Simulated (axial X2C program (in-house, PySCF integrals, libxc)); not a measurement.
**How the levels of MoI⁺ (d4 s0 p(π)0 orbitals) move with the bond length**

Calculated with an in-house all-electron X2C program for linear molecules (integrals from PySCF): two-component X2C with atomic mean-field Coulomb and Gaunt terms, basis Mo dyall-v3z, I dyall-v3z (cores contracted in-house). Orbitals come from Hartree–Fock averaged over the configuration Mo d4 s0 p(π)0; CI then distributes these electrons over the d, s, p(π) shells of Mo.

At R = 2.617 Å:

```
Ω  energy (cm⁻¹)    g∥  configuration
0              0  0.00        100% d4
1             29  4.03        100% d4
2            127  7.98        100% d4
1           1283  5.91        100% d4
0           1509  0.00        100% d4
0           1598  0.00        100% d4
1           1851  2.04        100% d4
2           2172  6.01        100% d4
3           2521  9.99        100% d4
0           5757  0.00        100% d4
0           5757  0.00        100% d4
1           6069  0.02        100% d4
2           6376  4.01        100% d4
3           6683  8.00        100% d4
```

g∥ is the magnitude of 2⟨Lz + ge Sz⟩ for the +Ω component. The lowest 14 levels at most are listed.

At R = 2.525 Å:

```json
{"Ω": "0", "energy (cm⁻¹)": "0", "g∥": "0.00", "configuration": "100% d4"}
{"Ω": "1", "energy (cm⁻¹)": "30", "g∥": "4.09", "configuration": "100% d4"}
{"Ω": "2", "energy (cm⁻¹)": "151", "g∥": "7.98", "configuration": "100% d4"}
{"Ω": "1", "energy (cm⁻¹)": "875", "g∥": "5.83", "configuration": "100% d4"}
{"Ω": "0", "energy (cm⁻¹)": "1104", "g∥": "0.00", "configuration": "100% d4"}
{"Ω": "0", "energy (cm⁻¹)": "1219", "g∥": "0.00", "configuration": "100% d4"}
{"Ω": "1", "energy (cm⁻¹)": "1475", "g∥": "2.07", "configuration": "100% d4"}
{"Ω": "2", "energy (cm⁻¹)": "1812", "g∥": "6.01", "configuration": "100% d4"}
{"Ω": "3", "energy (cm⁻¹)": "2181", "g∥": "9.99", "configuration": "100% d4"}
{"Ω": "0", "energy (cm⁻¹)": "5807", "g∥": "0.00", "configuration": "100% d4"}
{"Ω": "0", "energy (cm⁻¹)": "5807", "g∥": "0.00", "configuration": "100% d4"}
{"Ω": "1", "energy (cm⁻¹)": "6110", "g∥": "0.02", "configuration": "100% d4"}
{"Ω": "2", "energy (cm⁻¹)": "6414", "g∥": "4.01", "configuration": "100% d4"}
{"Ω": "3", "energy (cm⁻¹)": "6722", "g∥": "8.00", "configuration": "100% d4"}
```

The lowest level lies 842 cm⁻¹ above the lowest at the first distance.

Q: How does the gap from the lowest to the fifth level change between the two distances?

A: From 1509 to 1104 cm⁻¹, a factor of 0.73.

There is no dynamic correlation: spin–orbit spacings and, for f shells, spacings inside one term are the most reliable numbers, splittings between terms come out too wide, and energies between configurations are not reliable, so the lowest level need not be the ground state of the molecule. For d shells the ligand-field splittings (σ, π, δ) and their order can be off by a thousand cm⁻¹ or more. At most 4 roots were kept for each Ω > 0 (twice that for Ω = 0) within 3.2 eV of the lowest, so higher up levels can be missing between those listed; levels with Ω > 0 are doubly degenerate and listed once, Ω = 0 levels singly. Some active spinors are only partly of the character that their shell is named for, so the shell names and counts are nominal. States that fill the shells left empty in the average are placed too high.
